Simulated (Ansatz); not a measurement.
Born–Oppenheimer molecular dynamics of C$_{2}$H$_{10}$O$_{3}$Si$_{2}$ (17 atoms, charge 0, multiplicity 1). It starts from a relaxed structure.

Method: RKS PBE-D4/STO-3G (Ansatz).

* ensemble: NVT, Langevin thermostat
* time step: 0.5 fs
* steps asked: 300
* set temperature: 1000 K
* friction: 0.01 /fs
* seed: 791909

First frame:

```xyz
17
Properties=species:S:1:pos:R:3
Si 0.008 -0.364 0.159
O 0.087 -0.768 1.814
Si -1.173 -0.040 2.743
H -2.528 -0.363 2.295
H -1.001 -0.629 4.065
H -1.055 1.410 2.887
C 1.690 0.179 -0.476
H 2.490 -0.460 -0.066
H 1.734 0.114 -1.575
H 1.905 1.221 -0.187
O -1.181 0.896 0.106
H -1.898 0.527 -0.540
O -0.434 -1.713 -0.838
C -1.524 -2.482 -0.219
H -1.287 -2.843 0.814
H -2.496 -1.925 -0.159
H -1.699 -3.378 -0.857
```

How far do the bonds stretch over the last three quarters of this one trajectory? (Pairs bonded in most of those frames.)


```
   bond  mean (Å)  spread (Å)  shortest  longest
 Si1–O2     1.716       0.029      1.65     1.78
 Si1–C7     1.919       0.080      1.75     2.07
Si1–O11     1.764       0.069      1.65     1.90
Si1–O13     1.758       0.055      1.66     1.88
 O2–Si3     1.722       0.048      1.65     1.82
 Si3–H4     1.474       0.038      1.40     1.55
 Si3–H5     1.467       0.038      1.38     1.53
 Si3–H6     1.477       0.056      1.38     1.59
  C7–H8     1.120       0.061      1.01     1.24
  C7–H9     1.112       0.033      1.05     1.18
 C7–H10     1.111       0.027      1.05     1.17
O11–H12     1.056       0.079      0.92     1.21
O13–C14     1.484       0.028      1.43     1.54
C14–H15     1.120       0.030      1.05     1.19
C14–H16     1.126       0.040      1.06     1.20
C14–H17     1.126       0.043      1.02     1.23
```

Mean temperature of the second half: 972 K. A run of 0.15 ps of so small a system gives no equilibrium averages. Limits of this set-up: minimal basis.

Time of the run: 14 min on 1 thread of Intel(R) Xeon(R) 6975P-C (Granite Rapids), on a shared host, peak memory 0.13 GiB.
